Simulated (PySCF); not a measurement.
# Bond length, frequency and bond energy of CdN by level of theory

State: ⁴Σ⁻ (quartet), unpaired electrons σ ↑, π ↑↑. Set-up: PySCF, scalar-relativistic core potentials, basis sets Cd def2-SVP with ECP28, N def2-SVP. De refers to Cd + N in their high-spin ground configurations, without counterpoise correction. The functionals are run spin-unrestricted. A positive dipole means Cd(−)N(+). Levels whose curve was spin-contaminated or gave no clean fit are not listed.

| Level | Re (Å) | ωe (cm⁻¹) | De (eV) | μ (D) |
| --- | --- | --- | --- | --- |
| PBE | 2.367 | 231 | 0.323 | -0.90 |
| TPSS | 2.344 | 243 | 0.278 | -1.03 |
| r²SCAN | 2.379 | 212 | 0.214 | -0.78 |
| TPSSh | 2.364 | 219 | 0.194 | -1.00 |
| r²SCANh | 2.414 | 183 | 0.147 | -0.72 |
| PBE0 | 2.430 | 166 | 0.125 | -0.81 |
| LC-ωPBE | 2.247 | 270 | 0.093 | -1.44 |

The bond length runs from 2.247 Å (LC-ωPBE) to 2.430 Å (PBE0). De spans 0.09 eV (LC-ωPBE, range-separated hybrid) to 0.32 eV (PBE, GGA).

The bond is weak. Basis-set superposition, not corrected here, can be much of De in a small basis, most of all at correlated wavefunction levels. Functionals without a dispersion term scatter widely for such bonds, and LDA overbinds them. Spin–orbit coupling is left out. The state was picked by a PBE0 search and need not be the measured ground state.

The whole job (state search and all levels along the bond) took about 3.6 min on 1 thread of Arm Neoverse V1 (shared host), peak memory 0.55 GiB.
